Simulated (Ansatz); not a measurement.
`[CH3][Al]([F])[O][GeH3]` + `N[SiH](F)F` → `F[SiH](F)[NH][GeH3]` + `[CH3][Al]([OH])[F]`  (ligand exchange at a Ge–O bond)

Calculated with Ansatz (gas phase, PBE0-D4/def2-TZVP geometries, no zero-point term in ΔE). CCSD(T)/CBS adds triple-zeta CCSD(T) − MP2 to the extrapolated MP2 energy (def2 sets, frozen cores). This one scheme is used for every species. For Ge outer-core shells are correlated without core-valence functions, which leaves a few kJ/mol of doubt a bond. Scalar relativity is left out up to krypton. One conformer a species, not always the lowest.

| species | HF/CBS(def2) energy (Eh) |
| --- | --- |
| `[CH3][Al]([F])[O][GeH3]` | -2533.29442 |
| `N[SiH](F)F` | -544.34605 |
| `F[SiH](F)[NH][GeH3]` | -2620.93057 |
| `[CH3][Al]([OH])[F]` | -456.69514 |

(1) Work out ΔE.

Largest T1 diagnostic among the species: 0.012.

Answers

(1) ΔE = (-2620.93057) + (-456.69514) − (-2533.29442) − (-544.34605) = 0.01476 Eh = +38.8 kJ/mol. CCSD(T)/CBS gives +23.1 kJ/mol.

In def2-TZVPP, CCSD(T) changes the Hartree–Fock value by −12.7 kJ/mol (the triples alone add −1.2 kJ/mol) and MP2 by −13.4 kJ/mol. The D4 term adds −3.7 kJ/mol with B3LYP and −1.9 kJ/mol with PBE0; it sums over pairs of atoms, weighted by their polarisabilities, and B3LYP, whose exchange is more repulsive, gets the larger term.

B3LYP here is the variant with VWN-RPA as its local correlation; programs differ in this.
